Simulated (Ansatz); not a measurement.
Relaxation of CH₅ClGeO (9 atoms, charge 0, multiplicity 1), to a largest force component of 0.03 eV/Å in at most 50 steps.

These are results of Ansatz 0.2.0, RKS PBE/def2-SVP, not measurements.

```xyz
9
Properties=species:S:1:pos:R:3:forces:R:3
Ge 0.028 -0.094 -1.014 -0.16 -0.06 -0.11
C 1.490 -0.074 1.791 -0.01 -0.01 0.19
H 0.765 -0.915 1.768 0.10 0.11 0.00
H 2.210 -0.230 2.623 -0.09 0.03 -0.09
H 0.952 0.886 1.929 0.07 -0.14 -0.01
H 2.060 -0.046 0.840 0.02 0.00 0.04
Cl -1.282 1.575 -0.264 0.02 0.01 0.00
O -0.967 -1.476 -0.403 0.04 0.05 0.01
H -1.751 -1.168 0.098 0.03 0.00 -0.04
```

**Question.** Where does it end, and by what steps?

**Answer.** The forces met the threshold. The force dipped under the threshold on the way, but the program's further checks kept it going. After 32 steps the energy has fallen by 0.046 eV; Ge1 moved furthest, 1.16 Å.

| step | energy less start (eV) | largest force component (eV/Å) | accepted |
| --- | --- | --- | --- |
| 0 | 0.0000 | 0.189 | yes |
| 2 | 0.0000 | 0.883 | no |
| 4 | -0.0309 | 0.112 | yes |
| 6 | -0.0187 | 0.611 | no |
| 8 | -0.0347 | 0.101 | yes |
| 10 | -0.0329 | 0.101 | no |
| 12 | -0.0363 | 0.039 | yes |
| 14 | -0.0368 | 0.052 | yes |
| 16 | -0.0375 | 0.114 | yes |
| 18 | -0.0382 | 0.039 | yes |
| 20 | -0.0391 | 0.071 | yes |
| 22 | -0.0402 | 0.117 | yes |
| 24 | -0.0363 | 0.347 | no |
| 26 | -0.0423 | 0.208 | yes |
| 28 | -0.0439 | 0.007 | yes |
| 30 | -0.0446 | 0.135 | yes |
| 32 | -0.0455 | 0.013 | yes |

```xyz
9
Properties=species:S:1:pos:R:3
Ge -0.946 -0.148 -1.652
C 1.584 -0.140 1.845
H 1.165 -1.006 1.299
H 1.556 -0.336 2.933
H 0.990 0.764 1.613
H 2.633 0.017 1.529
Cl -1.327 1.680 -0.403
O -0.994 -1.384 -0.339
H -1.157 -0.990 0.544
```

Whether the end is a true minimum wasn't checked by a vibrational analysis.

Run time: 65 s on 2 threads of Arm Neoverse V1, with other jobs on the host, peak memory 0.15 GiB.
